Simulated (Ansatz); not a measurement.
Program: Ansatz. Geometries: PBE0-D4/def2-TZVP. ΔE: electronic, gas phase. CCSD(T)/CBS is the MP2 limit (def2-TZVPP, def2-QZVPP) plus CCSD(T) − MP2 in def2-TZVPP, frozen cores. This one scheme is used for every species, atoms too. Functionals use def2-TZVPP. HSE06 is defined as in plane-wave codes. No spin–orbit coupling; open shells (•) take unrestricted orbitals. Spin–orbit coupling would lower the free atoms: a little for F, O; clearly for Ge. Bonds to Ge are less sure, by a few kJ/mol each and by 10 to 20 or more in all where they break to atoms, as the def2 sets lack core-valence functions. Scalar relativity is left out up to krypton. One conformer a species, not always the lowest.

Consider the atomization: `[OH][GeH]([F])[F]` → 2 F• + Ge• + 2 H• + O•.

`[OH][GeH]([F])[F]`:

```xyz
6

O    -0.637   -0.208    1.222
Ge   -0.084    0.094   -0.401
F     0.828   -1.256   -0.953
F     1.066    1.374   -0.381
H     0.068   -0.406    1.845
H    -1.241    0.401   -1.332
```

| level | ΔE (kJ/mol) |
| --- | --- |
| HSE06-D4 | 2082.5 |
| BHLYP-D4 | 1995.9 |
| ωB97M-V | 2114.8 |
| r2SCANh | 2097.5 |
| HSE06 | 2075.7 |
| CAM-B3LYP | 2119.1 |
| MP2/def2-TZVPP | 2173.7 |
| HF/def2-QZVPP | 1464.7 |

Q: What does CCSD(T)/CBS give? (An estimate is asked.)

A: Ansatz gave: +2145.2 kJ/mol. The listed levels differ from it by -62.7, -149.3, -30.4, -47.7, -69.5, -26.1, 28.5, -680.5 kJ/mol.

Largest T1 diagnostic among the species: 0.012.

From BLYP to BHLYP (50 % exact exchange), in def2-TZVPP and without D4, ΔE moves by −109.9 kJ/mol: exact exchange takes away binding that semilocal exchange gives to molecules. In def2-TZVPP, CCSD(T) changes the Hartree–Fock value by +631.3 kJ/mol (the triples alone add +40.5 kJ/mol) and MP2 by +715.9 kJ/mol; breaking electron pairs costs correlation energy, which Hartree–Fock lacks.

For atomizations the MP2-based limit and the directly extrapolated one differ by several kJ/mol either way, and by 10 to 25 for some Ge, Se and Sn compounds, so smaller differences from it don't rank the levels.
